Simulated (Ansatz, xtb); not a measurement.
**Isomers of C4H8BrF in order of energy**

7 gas-phase structures of C4H8BrF, from a drawn sample of its isomers (lower ones may exist). Each was relaxed with GFN2-xTB; where two conformers were screened, the lower at r2SCAN-D4/def2-SVP is listed:

A. `C[C@H](CF)CBr`, a singlet
B. `CC[C@H](Br)CF`, a singlet
C. `C[C@H](Br)[C@@H](C)F`, a singlet
D. `C[C@H](Br)CCF`, a singlet
E. `CC[C@H](F)CBr`, a singlet
F. `CC(C)(F)CBr`, a singlet
G. `CC[C@](C)(F)Br`, a singlet

Make a reasoned guess at their ranking by r2SCAN-D4/def2-SVP single-point energy.

Calculated order at r2SCAN-D4/def2-SVP: G (0.0), F (1.2), C (2.6), E (6.0), D (6.8), B (7.2), A (7.6) kcal/mol. Less than 1 kcal/mol parts E and D; D and B; B and A, so the order within those pairs means little. CCSD(T)/def2-SVP + ΔMP2/def2-TZVPP after further relaxation puts F lowest instead.

Energies above the lowest of each column, in kcal/mol; the last columns are at B3LYP-D3(BJ)/def2-SVP geometries and were run for some of them only (a dash: not run or not comparable):

| structure | GFN2-xTB | HF/STO-3G | r2SCAN-D4/def2-SVP | B3LYP-D3(BJ)/def2-SVP | CCSD(T)/def2-SVP + ΔMP2/def2-TZVPP |
| --- | --- | --- | --- | --- | --- |
| G | 1.6 | 0.0 | 0.0 | 0.0 | 1.3 |
| F | 0.0 | 1.9 | 1.2 | 0.3 | 0.0 |
| C | 1.5 | 3.9 | 2.6 | 1.4 | 1.9 |
| E | 4.2 | 4.7 | 6.0 | 4.3 | 4.7 |
| D | 3.6 | 7.2 | 6.8 | 4.6 | 5.9 |
| B | 3.7 | 6.3 | 7.2 | 5.2 | – |
| A | 3.7 | 5.9 | 7.6 | – | – |

CCSD(T)/def2-SVP + ΔMP2/def2-TZVPP puts F lowest of those it was run on; HF/STO-3G picks G, r2SCAN-D4/def2-SVP picks G, B3LYP-D3(BJ)/def2-SVP picks G. CCSD(T)/def2-SVP + ΔMP2/def2-TZVPP orders those it was run on as F (0.0), G (1.3), C (1.9), E (4.7), D (5.9) kcal/mol. Less than 1 kcal/mol parts G and C, so the order within that pair means little. Flexible structures stand in one conformer each, not always the lowest. Frequencies (GFN2-xTB) were run for C, D, E, F, G alone. ΔMP2 is the change of the MP2 energy from the smaller to the larger basis.

Over these structures GFN2-xTB departs from r2SCAN-D4/def2-SVP by 1.4 kcal/mol on average once a common shift is removed. A GFN2-xTB relaxation took about 0.054 s and the r2SCAN-D4/def2-SVP energy about 1.6 s on a shared host (Ansatz 0.2.0, xtb 6.7.1).
